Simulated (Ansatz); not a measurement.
Consider the ligand exchange at a B–C bond: `OB(O)CI` + `CSS` → `CSSB(O)O` + `CI`.

Computed with Ansatz on PBE0-D4/def2-TZVP structures; ΔE is electronic, products minus reactants. CCSD(T)/CBS is the MP2 limit (def2-TZVPP, def2-QZVPP) plus CCSD(T) − MP2 in def2-TZVPP, frozen cores. Functionals use def2-TZVPP. Elements past krypton have def2 core potentials. For I outer-core shells are correlated without core-valence functions, which leaves a few kJ/mol of doubt a bond. One conformer a species, not always the lowest.

```
          level  ΔE (kcal/mol)
     r2SCANh-D4          -17.8
CCSD/def2-TZVPP          -15.7
```

(1) What does CCSD(T)/CBS give? (An estimate is asked.)

Largest T1 diagnostic among the species: 0.013.

Answers

(1) Computed: -16.4 kcal/mol. The listed levels differ from it by -1.4, 0.7 kcal/mol.

In def2-TZVPP, CCSD(T) changes the Hartree–Fock value by −1.8 kcal/mol (the triples alone add −0.8 kcal/mol) and MP2 by −3.0 kcal/mol. Leaving LDA and LC-ωPBE aside and taking each functional with its dispersion term where it has one, the values, not all of them listed here, spread over 1.8 kcal/mol, from revPBE-D4 to BHLYP-D4. LDA lies −1.2 kcal/mol from PBE without D4.
